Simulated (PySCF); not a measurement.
Computed shifts of a molecule CH₄ClNOSi₂, PBE/pcSseg-1 (PySCF), GIAO, gas phase, atoms alike by connectivity averaged where their shifts nearly agree, in ppm (number of nuclei): ²⁹Si: 19.4 (1), -44.6 (1). ¹³C: 168.9 (1). ¹⁵N: 253.8 (1). ¹H: 7.93 (1), 6.31 (1), 5.30 (2). References: ³⁵Cl against HCl (σ = 936.5 ppm); ²⁹Si against TMS (σ = 335.4 ppm); ¹⁷O against H2O (σ = 334.3 ppm); ¹³C against TMS (σ = 182.0 ppm); ¹⁵N against NH3 (σ = 267.0 ppm); ¹H against TMS (σ = 31.49 ppm), references at their B3LYP-D3(BJ)/def2-TZVP geometries, non-relativistic (without spin–orbit terms, shifts of atoms bonded to Cl or Br come out too high). Geometry optimised at PBE-D3(BJ)/def2-SVP. The values are those of a single conformer.

Task: Which molecule gave these data?
A) O[Si@@]1(Cl)N=C[SiH2]1
B) N#CO[SiH2][SiH2]Cl
C) O=C=N[SiH2][SiH2]Cl
D) Cl[Si@H]1OC=N[SiH2]1

Result: D, Cl[Si@H]1OC=N[SiH2]1
